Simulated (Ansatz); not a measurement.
Gas-phase reaction in SMILES: [NH]B(O)O → [NH-]B(O)O (an electron is taken up)
Each molecule is optimised on its own at B3LYP-D3(BJ)/def2-TZVP (Ansatz, a first-principles code), one conformer each, not searched for the lowest.

Quantity: adiabatic electron affinity (electronic energy difference), positive where the reaction releases energy, in eV. Cores are frozen in the correlated levels unless marked. Open shells are spin-unrestricted. Spin-orbit coupling is left out. Non-relativistic. Anions need diffuse functions: aug- sets have them; def2-D sets add few; the other sets have none. Basis-set limits of correlation are two-point, X^-3; Hartree-Fock from the larger set.

CCSD(T)/CBS(aug-cc-pVTZ,aug-cc-pVQZ) (Ansatz) gives 2.32 eV.

**Question.** Another calculation gave 2.16 eV. Which level was it?
A. wB97X-V/def2-TZVPD (Ansatz)
B. r2SCANh/def2-TZVPD (Ansatz)
C. PBE/def2-TZVPD (Ansatz)
D. SVWN5/def2-TZVPD (Ansatz)

**Answer.** A, wB97X-V/def2-TZVPD (Ansatz). The others give 2.64 (SVWN5), 1.99 (r2SCANh), 2.27 (PBE) eV.
